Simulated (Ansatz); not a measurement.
Geometry optimisation, DFT PBE, scalar-relativistic, plane waves, PAW in Ansatz.

input.yaml

```yaml
crystal:
  lattice:
    - [10.86, 0.0, 0.0]
    - [0.0, 10.86, 0.0]
    - [0.0, 0.0, 10.86]
  atoms:
    - { symbol: Si, position: [0.5006734, -0.0023059, -0.0010943] }
    - { symbol: Sn, position: [0.6250486, 0.1278671, 0.1226846], spin: 1.0 }
    - { symbol: Si, position: [0.7523291, 0.2533294, -0.0005852] }
    - { symbol: Si, position: [0.8755509, 0.3724307, 0.1193609] }
    - { symbol: Si, position: [0.8715796, 0.1252057, 0.378654] }
    - { symbol: Si, position: [-0.0022329, -0.0030493, 0.000942] }
    - { symbol: Si, position: [0.1221497, 0.1236972, 0.1211808] }
    - { symbol: Si, position: [0.2479696, 0.2479521, 0.0013961] }
    - { symbol: Si, position: [0.3731681, 0.3744953, 0.1307433] }
    - { symbol: Si, position: [0.5031836, 0.502613, -0.0036641] }
    - { symbol: Si, position: [0.6234399, 0.6208159, 0.1270018] }
    - { symbol: Si, position: [0.7489151, 0.7479864, -0.0034361] }
    - { symbol: Si, position: [0.8765624, 0.8659303, 0.127191] }
    - { symbol: Si, position: [0.2507436, 0.0011227, 0.2511588] }
    - { symbol: Si, position: [0.3758293, 0.1214628, 0.3780341] }
    - { symbol: Si, position: [0.4994446, 0.2479347, 0.2516698] }
    - { symbol: Si, position: [0.6251976, 0.3733268, 0.3807859] }
    - { symbol: Si, position: [0.7492641, 0.5009547, 0.24814] }
    - { symbol: Si, position: [0.8699677, 0.6265225, 0.3753679] }
    - { symbol: Si, position: [0.5012025, -0.0010479, 0.4988028] }
    - { symbol: Si, position: [0.6257734, 0.1232034, 0.6259586] }
    - { symbol: Si, position: [0.751009, 0.2498266, 0.5011938] }
    - { symbol: Si, position: [0.8734583, 0.3770559, 0.6237632] }
    - { symbol: Si, position: [0.7525882, 0.0005595, 0.7532002] }
    - { symbol: Si, position: [0.8752869, 0.1265671, 0.8789808] }
    - { symbol: Si, position: [-0.0081739, 0.4985282, -0.0029075] }
    - { symbol: Si, position: [0.1207963, 0.6327321, 0.1224305] }
    - { symbol: Si, position: [0.2522103, 0.7470369, -0.0043243] }
    - { symbol: Si, position: [0.3726213, 0.8762043, 0.1250422] }
    - { symbol: Si, position: [-0.0011062, 0.2529476, 0.2463831] }
    - { symbol: Si, position: [0.1204772, 0.3753599, 0.3730532] }
    - { symbol: Si, position: [0.2547809, 0.4946888, 0.2538474] }
    - { symbol: Si, position: [0.3756587, 0.6227725, 0.3802112] }
    - { symbol: Si, position: [0.5049102, 0.7480527, 0.2487372] }
    - { symbol: Si, position: [0.6259673, 0.8733004, 0.3735242] }
    - { symbol: Si, position: [-0.0008978, -0.0055709, 0.4990852] }
    - { symbol: Si, position: [0.1311004, 0.1259756, 0.6285283] }
    - { symbol: Si, position: [0.2535458, 0.245569, 0.4982603] }
    - { symbol: Si, position: [0.3787493, 0.3730957, 0.6226757] }
    - { symbol: Si, position: [0.5032288, 0.5004622, 0.502674] }
    - { symbol: Si, position: [0.6230379, 0.6248191, 0.6277577] }
    - { symbol: Si, position: [0.7461358, 0.7483096, 0.4950141] }
    - { symbol: Si, position: [0.8755709, 0.875232, 0.6280882] }
    - { symbol: Si, position: [0.2514626, -0.0023661, 0.7471282] }
    - { symbol: Si, position: [0.3777288, 0.1236143, 0.8749138] }
    - { symbol: Si, position: [0.5021655, 0.2476842, 0.7455513] }
    - { symbol: Si, position: [0.6270006, 0.3732028, 0.8744197] }
    - { symbol: Si, position: [0.7459473, 0.5029192, 0.7505021] }
    - { symbol: Si, position: [0.8778648, 0.622704, 0.8768357] }
    - { symbol: Si, position: [0.0017492, 0.7536248, 0.2517243] }
    - { symbol: Si, position: [0.1194573, 0.877918, 0.3779953] }
    - { symbol: Si, position: [0.0042887, 0.4990056, 0.5011642] }
    - { symbol: Si, position: [0.1254156, 0.6264487, 0.6259413] }
    - { symbol: Si, position: [0.2496385, 0.7520221, 0.4997411] }
    - { symbol: Si, position: [0.3728446, 0.8801044, 0.6289146] }
    - { symbol: Si, position: [-0.0018268, 0.2513402, 0.7514309] }
    - { symbol: Si, position: [0.1347679, 0.371454, 0.8713533] }
    - { symbol: Si, position: [0.2498405, 0.5039517, 0.7471029] }
    - { symbol: Si, position: [0.3730827, 0.6282405, 0.8803636] }
    - { symbol: Si, position: [0.498949, 0.7491032, 0.7525248] }
    - { symbol: Si, position: [0.6245621, 0.8705466, 0.8758662] }
    - { symbol: Si, position: [-0.0023955, 0.7468302, 0.7543015] }
    - { symbol: Si, position: [0.1235683, 0.8766918, 0.8743449] }
magnetization:
  spin_polarized: true
total_charge: 1
basis:
  ecutwfc: 420.0
kpoints:
  mp_grid: { grid: [1, 1, 1] }
hamiltonian:
  xc: pbe
  pseudopotentials: { kind: paw, azcp: { folder: soft_1 } }
scf:
  occupations: { method: gaussian, width: 0.05 }
  lower_state_search: "off"
relax:
  f_tol: 0.03
  max_steps: 60
  adjacent_minimum: "off"
```

Run as:

```bash
$ ansatz run input.yaml --threads 4 --pin off --max-ram 10240MiB --backend cpu --events-out ev --progress --plain --runs-dir out
```

Question: Where does it end, and by what steps?

Answer: The run converged. The force dipped under the threshold on the way, but the program's further checks kept it going. Limits of this set-up: coarse k mesh, charged cell in a uniform background, uncorrected. After 7 steps the energy has fallen by 2.561 eV; Sn2 moved furthest, 1.17 Å. Joined: Sn2–Si5 (3.86 → 2.89 Å), Sn2–Si13 (3.94 → 2.89 Å), Sn2–Si35 (3.88 → 2.89 Å).

| step | energy less start (eV) | largest force component (eV/Å) | accepted |
| --- | --- | --- | --- |
| 0 | 0.0000 | 2.114 | yes |
| 1 | -1.9976 | 0.467 | yes |
| 2 | -2.2453 | 0.320 | yes |
| 3 | -2.3686 | 0.229 | yes |
| 4 | -2.4675 | 0.197 | yes |
| 5 | -2.5331 | 0.115 | yes |
| 6 | -2.5607 | 0.018 | yes |
| 7 | -2.5607 | 0.018 | yes |

```xyz
63
Lattice="10.8600 0.0000 0.0000 0.0000 10.8600 0.0000 0.0000 0.0000 10.8600" Properties=species:S:1:pos:R:3
Si 5.494 -0.071 0.063
Sn 7.442 0.697 2.021
Si 8.211 2.647 0.062
Si 9.517 4.096 1.354
Si 9.420 1.437 3.992
Si 0.009 0.008 -0.032
Si 1.349 1.362 1.351
Si 2.734 2.701 0.010
Si 4.128 4.012 1.373
Si 5.439 5.406 0.010
Si 6.778 6.790 1.350
Si 8.131 8.131 -0.032
Si 9.415 9.584 1.278
Si 2.702 0.008 2.705
Si 4.041 1.359 4.091
Si 5.488 2.652 2.786
Si 6.781 4.098 4.090
Si 8.133 5.438 2.705
Si 9.474 6.821 4.045
Si 5.397 0.011 5.439
Si 6.778 1.362 6.783
Si 8.129 2.744 5.439
Si 9.512 4.094 6.785
Si 8.134 0.006 8.133
Si 9.518 1.357 9.475
Si 0.010 5.441 -0.026
Si 1.333 6.806 1.354
Si 2.699 8.130 -0.026
Si 4.044 9.483 1.354
Si 0.008 2.745 2.702
Si 1.354 4.094 4.086
Si 2.719 5.423 2.708
Si 4.047 6.787 4.087
Si 5.396 8.132 2.702
Si 6.703 9.578 3.993
Si -0.076 0.029 5.355
Si 1.334 1.362 6.770
Si 2.697 2.738 5.441
Si 4.074 4.066 6.810
Si 5.402 5.442 5.441
Si 6.778 6.806 6.770
Si 8.112 8.216 5.355
Si 9.475 9.526 6.749
Si 2.720 0.004 8.152
Si 4.131 1.340 9.563
Si 5.437 2.703 8.166
Si 6.801 4.010 9.562
Si 8.138 5.422 8.152
Si 9.514 6.786 9.480
Si -0.080 8.220 2.683
Si 1.318 9.527 4.045
Si -0.022 5.466 5.409
Si 1.345 6.795 6.779
Si 2.673 8.163 5.409
Si 4.046 9.488 6.784
Si 0.007 2.740 8.131
Si 1.379 4.065 9.507
Si 2.706 5.434 8.138
Si 4.075 6.762 9.507
Si 5.400 8.134 8.131
Si 6.783 9.482 9.475
Si -0.022 8.163 8.107
Si 1.355 9.487 9.479
```

Time of the run: 82 s on 4 threads of Arm Neoverse V2, on a shared host, peak memory 1.7 GiB.
